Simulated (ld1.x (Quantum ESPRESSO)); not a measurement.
## Ge: variants of one RRKJ potential

Base potential:

* Element: germanium
* Generator: ld1.x (Quantum ESPRESSO) 7.5
* Type: norm-conserving RRKJ (Kleinman–Bylander form)
* Functional: LDA (PZ)
* Relativity: scalar-relativistic
* Frozen core: [Ar] 3d10
* Valence charge: 4
* Reference configuration: 4s2 4p2
* Partial waves: 4p (bound): rc 2.10 bohr; 4s (bound): rc 1.40 bohr
* Local potential: the s channel
* Core correction: Bessel-smoothed model core inside 0.85 bohr
* rho0: 0.01

Cutoffs, loose and tight: the cutoffs (Ry, on a coarse ladder) from which the occupation-weighted sum of valence levels, in a spherical-Bessel basis at the reference potential, stays within 10 and 1 mRy of its value at 400 Ry. They do not see the model core or the augmentation charge, which bear on the density cutoff. Test errors are all-electron minus pseudo excitation energies from the reference, over the configurations 4s2 4p1; 4s2 4p0; 4s1 4p0; 4s1 4p2; 4s0 4p4; 4s1 4p3; 4s2 4p2.3 (two spin-polarised tests are not counted in the largest error). A dash means not determined; rows that change the core or the reference have their own tests.

A true bound ghost makes a file unfit for plane-wave use even where its test errors are small: the radial tests pick states by their node count and pass the ghost by. Where a test does run into it, the solver fails or the error is huge.

| change | outcome | cutoff, loose | cutoff, tight | bound ghosts | largest test error (meV) |
| --- | --- | --- | --- | --- | --- |
| base | generated | 35 Ry | 80 Ry | none | -235 |
| core correction Bessel-smoothed model core inside 1.56 bohr | generated | 35 Ry | 80 Ry | none | -231 |
| all radii but the core radius scaled by about 0.79 (s 1.10, p 1.66 bohr) | generated | 180 Ry | 300 Ry | p | -146 |
| wave 4s (bound): rc 1.40 bohr becomes 4s (bound): rc 1.56 bohr | generated | 30 Ry | 45 Ry | none | -238 |
| wave 4p (bound): rc 2.10 bohr becomes 4p (bound): rc 1.66 bohr | generated | 35 Ry | 80 Ry | none | -254 |
| type PAW; waves now 4s (bound): rcut 1.20, rcutus 1.40 bohr; 4s channel at -0.55 Ry: rcut 1.20, rcutus 1.40 bohr; 4p (bound): rcut 1.85, rcutus 2.10 bohr; 4p channel at 1.55 Ry: rcut 1.85, rcutus 2.10 bohr; local potential all-electron potential smoothed inside 1.90 bohr (lloc = -1); augmentation BG, radius 1.25 bohr; rho0 0 | failed: new_paw_hamiltonian: negative rho | – | – | – | – |
| fully relativistic | generated | 35 Ry | 80 Ry | none | -228 |
| functional PBEsol | generated | 35 Ry | 80 Ry | none | -251 |
| wave 4p (bound): rc 2.10 bohr becomes 4p (bound): rc 1.54 bohr | generated | 40 Ry | 80 Ry | p | -261 |
| all radii but the core radius scaled by about 0.76 (s 1.06, p 1.60 bohr) | generated | 180 Ry | 300 Ry | p | -159 |

(1) What comes out with this change to the base: core [Ne] 3s2, valence charge 20; reference 3p6 3d10 4s2 4p0; waves now 4s (bound): rc 1.55 bohr; 3p (bound): rc 0.95 bohr; 3d (bound): rc 1.20 bohr; local potential all-electron potential smoothed inside 1.30 bohr (lloc = -1); core correction none?

(2) What comes out with this change to the base: local potential all-electron potential smoothed inside 1.60 bohr (lloc = -2)?

(3) What comes out with this change to the base: wave 4s (bound): rc 1.40 bohr becomes 4s (bound): rc 1.32 bohr?

## Answers

(1) outcome: generated; cutoff, loose: 160 Ry; cutoff, tight: 260 Ry; bound ghosts: s; largest test error (meV): 8 of 9 tests not solved or not reliable.

(2) outcome: failed: compute_chi: n is too large. Cause: the Bessel-function wave could not be built (negative determinant in compute_phi), and the routine for χ then failed on it.

(3) outcome: generated; cutoff, loose: 40 Ry; cutoff, tight: 100 Ry; bound ghosts: none; largest test error (meV): -232.
